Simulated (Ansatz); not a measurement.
`[F][Ge]([F])([F])[SeH]` + NH₃ → `[NH2][Ge]([F])([F])[F]` + H₂Se at 600 K and 1 bar (ligand exchange at a Ge–Se bond).

Program: Ansatz. Geometries: PBE0-D4/def2-TZVP. ΔE: electronic, gas phase. CCSD(T)/CBS adds triple-zeta CCSD(T) − MP2 to the extrapolated MP2 energy (def2 sets, frozen cores). This one scheme is used for every species. For Ge, Se outer-core shells are correlated without core-valence functions, which leaves a few kJ/mol of doubt a bond. Scalar relativity is left out up to krypton. One conformer a species, not always the lowest.

```tsv
species	CCSD(T)/CBS energy (Eh)	H − E (kJ/mol)	S (J/(mol·K))
`[F][Ge]([F])([F])[SeH]`	-4776.93734	95.2	443.8
NH₃	-56.50880	112.4	219.5
`[NH2][Ge]([F])([F])[F]`	-2431.53610	141.4	422.2
H₂Se	-2401.89790	57.0	244.8
```

H − E and S are ideal-gas, rigid-rotor, harmonic terms from PBE0-D4/def2-TZVP, for one conformer and one mirror image of each species. 1 Eh = 2625.50 kJ/mol, R = 8.31446 J/(mol·K).

**Question.** By hand: ΔE, ΔH, ΔS and ΔG.

**Answer.** ΔE = (-2431.53610) + (-2401.89790) − (-4776.93734) − (-56.50880) = 0.01214 Eh = 31.9 kJ/mol. Δ(H − E) = 141.4 + 57.0 − 95.2 − 112.4 = -9.2, so ΔH = 22.7 kJ/mol. ΔS = 422.2 + 244.8 − 443.8 − 219.5 = 3.7 J/(mol·K). ΔG = 22.7 − 600 × (3.7)/1000 = 20.5 kJ/mol.

**Question.** By hand: the equilibrium constant, and the temperature at which ΔG would vanish if ΔH and ΔS stayed fixed.

**Answer.** log₁₀ K = −ΔG/(RT ln 10) = -1.8. ΔG = 0 at ΔH/ΔS = 6135 K, far beyond where these terms or the molecules hold.

The number of gas molecules stays the same, so ΔS is small and ΔH decides. A doubt of 5 kJ/mol in ΔE shifts log₁₀ K by 0.4 here. Other conformers and mirror images would add mixing entropy, several J/(mol·K) or more a flexible species. These are equilibria of isolated gas molecules and say nothing of rates. Largest T1 diagnostic: 0.012 (customary marks: 0.02 for closed shells, 0.045 for open ones).
